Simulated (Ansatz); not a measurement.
A basis-limit estimate, worked out

An elementary step of SiH2Cl3OF, singlet (SiHCl₃O ([OH][Si]([Cl])([Cl])[Cl]) + HF → SiCl₃F ([F][Si]([Cl])([Cl])[Cl]) + H₂O; bonds formed: Si1–F7, O2–H6; bonds broken: Si1–O2, H6–F7). “Start” is the structure reached by relaxing down from the saddle towards the reactants; PBE0-D4/def2-TZVP structures. The saddle:

Si1  (-0.444, -0.214, -0.260)
O2  (0.650, 0.470, 0.940)
Cl3  (0.238, -1.630, -1.557)
Cl4  (-1.347, -1.468, 1.152)
Cl5  (-2.022, 0.930, -0.815)
H6  (1.143, 0.973, 0.030)
F7  (0.740, 1.035, -1.102)
H8  (1.043, -0.096, 1.612)
(Å)

Program: Ansatz 0.2.0. Basis: def2-TZVPP and def2-QZVPP. Cores are frozen in the correlated methods.

Energies in eV:

| quantity | saddle | start |
| --- | --- | --- |
| Hartree–Fock, triple zeta (X = 3) | -50155.78428 | -50157.55417 |
| Hartree–Fock, quadruple zeta (X = 4) | -50157.28953 | -50159.07291 |
| MP2 correlation, X = 3 | -32.98158 | -32.38645 |
| MP2 correlation, X = 4 | -36.15925 | -35.54363 |
| CCSD(T) correlation, X = 3 | -35.55689 | -35.00747 |

Task: Work out the barrier at the basis limit: extrapolate Hartree–Fock as E(X) = E∞ + A exp(−7.88 √X) and the MP2 correlation as E(X) = E∞ + B X^−2.97 (the exponents that Neese and Valeev fitted for def2-TZVPP and QZVPP), then add CCSD(T) − MP2 in triple zeta.

Result: Each step is linear, so take the differences first (saddle − start): Hartree–Fock 1.76989 (X = 3) and 1.78338 (X = 4); MP2 correlation -0.59513 and -0.61562; CCSD(T) correlation -0.54942.
Two points give E∞ = E(4) + w [E(4) − E(3)], with w = 1/(exp(7.88 (2 − √3)) − 1) = 0.1377 for Hartree–Fock and w = 1/((4/3)^2.97 − 1) = 0.7407 for the correlation.
Hartree–Fock: 1.78338 + 0.1377 × 0.01349 = 1.7852 eV.
MP2 correlation: -0.61562 + 0.7407 × (-0.02049) = -0.6308 eV.
CCSD(T) − MP2: -0.54942 − (-0.59513) = 0.0457 eV.
Sum: 1.7852 + (-0.6308) + 0.0457 = 1.2001 eV, or 27.67 kcal/mol. Plain CCSD(T) in triple zeta gives 1.2205 eV, so the larger basis shifts the result by -0.0204 eV.

T1 diagnostic: at most 0.011.

Steps of this kind, hydrogen fluoride cutting a network bond, underlie vapour etching and the fluorination step of atomic layer etching.

Labels in which every atom is bracketed show which atoms are joined, not bond orders.

For scale, one of the runs: CCSD(T)/def2-TZVPP, 258 basis functions, launched by `ansatz run in.yaml --threads 8 --pin off --events-out ev --progress --plain --max-ram 19148MiB`. The run took 2.4 min on 8 CPU threads of an Intel Xeon (shared host), with 5.7 GiB of host memory at its peak.
